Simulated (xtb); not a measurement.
Mg(OMe)(SiH3) (CH₆MgOSi), SMILES C[O][Mg][SiH3]. All values are semi-empirical tight-binding results from xtb (GFN2-xTB unless named), good for trends rather than for accurate numbers. Geometry: GFN2-xTB. One conformer was computed; it need not be the lowest.

For metal compounds this method's bond lengths and energies can be far off.

Computed properties:
- orbital gap = 3.35 eV
- zero-point energy = 39.4 kcal/mol
- G − E(el) at 298.15 K (modified RRHO) = 19.0 kcal/mol
